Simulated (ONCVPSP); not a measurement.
iron (Fe), ONCV: configuration errors across variants

```json
{
  "Element": "iron (Fe)",
  "Generator": "ONCVPSP 4.0.1",
  "Type": "optimised norm-conserving Vanderbilt (ONCV)",
  "Functional": "LDA (Perdew-Zunger)",
  "Relativity": "scalar-relativistic",
  "Frozen core": "[Ar]",
  "Valence charge": "8",
  "Reference configuration": "3d6 4s2",
  "Partial waves": "4s: rc 2.30 bohr, ncon 4, nbas 8, qcut 3 1/bohr, 1 projector; p scattering state at 0.14 Ha: rc 1.80 bohr, ncon 4, nbas 8, qcut 4.3 1/bohr, 1 projector; 3d: rc 1.00 bohr, ncon 4, nbas 8, qcut 18.9 1/bohr, 2 projectors, debl 1.5 Ha",
  "Local potential": "polynomial inside 0.75 bohr (lpopt 5, dvloc0 4 Ha)",
  "Core correction": "none"
}
```

All-electron excitation energies from the reference (eV): (1) 3d6 4s1 8.981; (2) 3d6 4s0 25.473; (3) 3d5 4s0 60.002; (4) 3d5 4s2 4p1 8.862.

3 further variants failed, have other tests or another functional or relativity, and are left out.

A true bound ghost makes a file unfit for plane-wave use even where its test errors are small: the radial tests pick states by their node count and pass the ghost by.

Errors AE − PS in meV (a dash: test not solved or not reliable):

```csv
change,(1),(2),(3),(4),bound ghosts,GHOST(+) flags above zero
base,-0.2,+5.0,+94,-167,"s, p",none
d: nproj 1,-0.2,+4.8,+91,-170,"s, p",none
"local potential polynomial inside 0.75 bohr (lpopt 5, dvloc0 5 Ha)",-0.2,+5.0,+94,-168,"s, p",none
s: rc 1.92,-0.2,+5.4,–,-171,"s, p",none
s: qcut 3.3; p: qcut 4.7; d: qcut 20.7,-0.5,+4.1,–,-172,"s, p",none
p: nbas 7,-0.2,+5.0,+94,-164,"s, p",none
d: rc 0.78,-0.3,+4.2,+96,-167,"s, p",none
d: qcut 10.9,+0.4,+8.4,+96,-155,"s, p",none
```

(1) Give the same row for: local potential polynomial inside 0.65 bohr (lpopt 5, dvloc0 1 Ha).

Answers

(1) +0.5, +5.0, –, -146; bound ghosts: s, p; GHOST(+) flags above zero: none.
